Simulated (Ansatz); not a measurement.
C3H5AlClF, SMILES `C=C[CH2][Al]([F])[Cl]`, 11 atoms. The species carries charge 0 and has multiplicity 1. All runs use 4 threads of a server CPU on a shared host. Correlated methods freeze the cores.

(1) How many basis functions does each run have, and how long does it take in Ansatz? RHF-CCSD(T)/def2-TZVPP energy; RKS r2SCAN-D4/def2-TZVPP energy and forces; RKS ωB97M-V/def2-QZVPP energy; RKS PBE0-D4/def2-SVP energy; RKS B3LYP-D4/def2-TZVPP energy and forces; RKS PBE0-D4/def2-QZVPP energy; RHF-CCSD(T)/def2-SVP energy; RKS PBE0-D4/def2-TZVP frequencies; RKS BHLYP-D4/def2-TZVPP energy; RKS SPW92/def2-TZVPP energy; direct RPA on PBE orbitals/def2-TZVPP energy; RKS PBE0-D4/def2-TZVP relaxation (8 steps). (An estimate is asked.)

## Answers

(1) Ansatz gave: Other jobs shared the machine, so times are rough.

```tsv
level	job	functions	wall time	peak host memory (GiB)
RKS PBE0-D4/def2-SVP	energy	117	1.4 s	0.25
RKS SPW92/def2-TZVPP	energy	278	1.8 s	0.41
RKS BHLYP-D4/def2-TZVPP	energy	278	4.6 s	0.87
RKS r2SCAN-D4/def2-TZVPP	energy and forces	278	6.5 s	0.45
direct RPA on PBE orbitals/def2-TZVPP	energy	278	7 s	0.74
RKS B3LYP-D4/def2-TZVPP	energy and forces	278	7 s	0.93
RHF-CCSD(T)/def2-SVP	energy	117	9 s	0.61
RKS PBE0-D4/def2-QZVPP	energy	518	12 s	2.2
RKS ωB97M-V/def2-QZVPP	energy	518	26 s	2.7
RKS PBE0-D4/def2-TZVP	relaxation (8 steps)	228	44 s	0.7
RKS PBE0-D4/def2-TZVP	frequencies	228	3.7 min	0.71
RHF-CCSD(T)/def2-TZVPP	energy	278	4.7 min	7.7
```

B3LYP here is the variant with VWN-RPA as its local correlation; programs differ in this.
